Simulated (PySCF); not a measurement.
Compound: C₇H₇N₃.
SMILES with atom numbers: `[CH3:1][c:2]1[n:3][n:4][n:5]2[cH:6][cH:7][cH:8][cH:9][c:10]12` (hydrogens: H11, H12, H13 on C1; H14 on C6; H15 on C7; H16 on C8; H17 on C9)

The same species was optimised twice, with GFN2-xTB and with PBE0-D3(BJ)/def2-SVP (PySCF), and the same property calculations (PySCF, gas phase) were run on both structures.

```json
{"coordinate": "C2–N3 (Å)", "GFN2-xTB": "1.334", "PBE0-D3(BJ)/def2-SVP": "1.347", "change": "+0.013"}
{"coordinate": "C9–C10 (Å)", "GFN2-xTB": "1.403", "PBE0-D3(BJ)/def2-SVP": "1.415", "change": "+0.012"}
{"coordinate": "N5–C6 (Å)", "GFN2-xTB": "1.354", "PBE0-D3(BJ)/def2-SVP": "1.365", "change": "+0.011"}
{"coordinate": "C7–C8 (Å)", "GFN2-xTB": "1.415", "PBE0-D3(BJ)/def2-SVP": "1.426", "change": "+0.011"}
{"coordinate": "N4–N5 (Å)", "GFN2-xTB": "1.324", "PBE0-D3(BJ)/def2-SVP": "1.335", "change": "+0.011"}
{"coordinate": "C8–C9 (Å)", "GFN2-xTB": "1.365", "PBE0-D3(BJ)/def2-SVP": "1.371", "change": "+0.006"}
{"coordinate": "N3–N4 (Å)", "GFN2-xTB": "1.292", "PBE0-D3(BJ)/def2-SVP": "1.299", "change": "+0.007"}
{"coordinate": "C6–C7 (Å)", "GFN2-xTB": "1.359", "PBE0-D3(BJ)/def2-SVP": "1.364", "change": "+0.005"}
{"coordinate": "C2–C10 (Å)", "GFN2-xTB": "1.402", "PBE0-D3(BJ)/def2-SVP": "1.398", "change": "-0.004"}
{"coordinate": "N5–C10 (Å)", "GFN2-xTB": "1.387", "PBE0-D3(BJ)/def2-SVP": "1.383", "change": "-0.004"}
{"coordinate": "C1–C2 (Å)", "GFN2-xTB": "1.484", "PBE0-D3(BJ)/def2-SVP": "1.486", "change": "+0.002"}
{"coordinate": "N4–N5–C6 (°)", "GFN2-xTB": "127.3", "PBE0-D3(BJ)/def2-SVP": "125.4", "change": "-1.9"}
{"coordinate": "N3–N4–N5 (°)", "GFN2-xTB": "108.3", "PBE0-D3(BJ)/def2-SVP": "106.9", "change": "-1.4"}
{"coordinate": "N4–N5–C10 (°)", "GFN2-xTB": "110.2", "PBE0-D3(BJ)/def2-SVP": "111.3", "change": "+1.1"}
{"coordinate": "C6–N5–C10 (°)", "GFN2-xTB": "122.4", "PBE0-D3(BJ)/def2-SVP": "123.3", "change": "+0.9"}
{"coordinate": "C2–C10–C9 (°)", "GFN2-xTB": "138.0", "PBE0-D3(BJ)/def2-SVP": "138.6", "change": "+0.6"}
{"coordinate": "N5–C10–C9 (°)", "GFN2-xTB": "119.0", "PBE0-D3(BJ)/def2-SVP": "118.5", "change": "-0.5"}
{"coordinate": "C1–C2–C10 (°)", "GFN2-xTB": "129.1", "PBE0-D3(BJ)/def2-SVP": "129.6", "change": "+0.5"}
{"coordinate": "C2–N3–N4 (°)", "GFN2-xTB": "110.9", "PBE0-D3(BJ)/def2-SVP": "111.4", "change": "+0.5"}
```

Rotational constants: A = 2868, B = 1309, C = 903.7 MHz (GFN2-xTB) against A = 2840, B = 1297, C = 895.4 MHz (PBE0-D3(BJ)/def2-SVP). Point groups within 0.08 Å: Cs and Cs.

On the GFN2-xTB structure: HOMO (eV) -6.33 [PBE0/pcSseg-1]; LUMO (eV) -1.40 [PBE0/pcSseg-1]; dipole (D) 4.56 [PBE0/pcSseg-1]; GIAO shielding of C1 (ppm) 173.8 [PBE0/pcSseg-1]; GIAO shielding of C2 (ppm) 49.1 [PBE0/pcSseg-1]; GIAO shielding of N3 (ppm) -125.3 [PBE0/pcSseg-1]; GIAO shielding of N4 (ppm) -99.8 [PBE0/pcSseg-1]; GIAO shielding of N5 (ppm) -19.5 [PBE0/pcSseg-1]; GIAO shielding of C6 (ppm) 57.3 [PBE0/pcSseg-1]; GIAO shielding of C7 (ppm) 67.8 [PBE0/pcSseg-1]; GIAO shielding of C8 (ppm) 59.9 [PBE0/pcSseg-1].

What do these properties become on the PBE0-D3(BJ)/def2-SVP structure?

```csv
property,level,on GFN2-xTB,on PBE0-D3(BJ)/def2-SVP,change
HOMO (eV),PBE0/pcSseg-1,-6.33,-6.35,-0.02
LUMO (eV),PBE0/pcSseg-1,-1.40,-1.44,-0.04
dipole (D),PBE0/pcSseg-1,4.56,4.56,0.00
"energy, GFN2-xTB geometry as zero (kcal/mol)",PBE0/pcSseg-1,0.0,-0.8,-0.8
GIAO shielding of C1 (ppm),PBE0/pcSseg-1,173.8,172.1,-1.7
GIAO shielding of C2 (ppm),PBE0/pcSseg-1,49.1,48.3,-0.8
GIAO shielding of N3 (ppm),PBE0/pcSseg-1,-125.3,-135.6,-10.3
GIAO shielding of N4 (ppm),PBE0/pcSseg-1,-99.8,-104.5,-4.7
GIAO shielding of N5 (ppm),PBE0/pcSseg-1,-19.5,-24.8,-5.3
GIAO shielding of C6 (ppm),PBE0/pcSseg-1,57.3,53.6,-3.7
GIAO shielding of C7 (ppm),PBE0/pcSseg-1,67.8,66.3,-1.5
GIAO shielding of C8 (ppm),PBE0/pcSseg-1,59.9,56.9,-3.0
```

The heavy atoms differ by 0.013 Å rms after alignment. Among bonds between heavy atoms C2–N3 and C9–C10 change most and about equally (+0.012 to +0.013 Å). Changes are differences of the printed values. Neither structure is proved a minimum here.
